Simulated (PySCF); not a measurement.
Cl4H2Si2.

```xyz
8

Si     1.1887     1.3819     0.0000
Cl    -0.1930     2.9265     0.0000
Si     0.0023    -0.6259     0.0000
Cl    -1.1869    -0.7646     1.6745
Cl    -1.1869    -0.7646    -1.6745
Cl     1.3468    -2.1924     0.0000
H      2.0336     1.4660     1.2233
H      2.0336     1.4660    -1.2233
```

The structure is a stationary point at r2SCAN-D4/def2-SVP. The values are those of a single conformer.

The numbers are results of HF/pcSseg-1 (PySCF), not measurements. Non-relativistic, no solvent.

Computed absolute GIAO shielding of each atom: isotropic value and principal components (ppm):
```json
[
 {"atom": "Si1", "σ(iso)": "421.1", "σ11": "397.8", "σ22": "400.5", "σ33": "464.9", "span": "67.1"},
 {"atom": "Cl2", "σ(iso)": "1076.9", "σ11": "1071.1", "σ22": "1072.6", "σ33": "1086.9", "span": "15.8"},
 {"atom": "Si3", "σ(iso)": "365.6", "σ11": "355.1", "σ22": "370.5", "σ33": "371.4", "span": "16.3"},
 {"atom": "Cl4", "σ(iso)": "880.9", "σ11": "762.6", "σ22": "869.6", "σ33": "1010.4", "span": "247.8"},
 {"atom": "Cl5", "σ(iso)": "880.9", "σ11": "762.6", "σ22": "869.6", "σ33": "1010.4", "span": "247.8"},
 {"atom": "Cl6", "σ(iso)": "880.3", "σ11": "759.4", "σ22": "876.9", "σ33": "1004.7", "span": "245.3"},
 {"atom": "H7", "σ(iso)": "27.0", "σ11": "23.0", "σ22": "25.9", "σ33": "32.2", "span": "9.2"},
 {"atom": "H8", "σ(iso)": "27.0", "σ11": "23.0", "σ22": "25.9", "σ33": "32.2", "span": "9.2"}
]
```
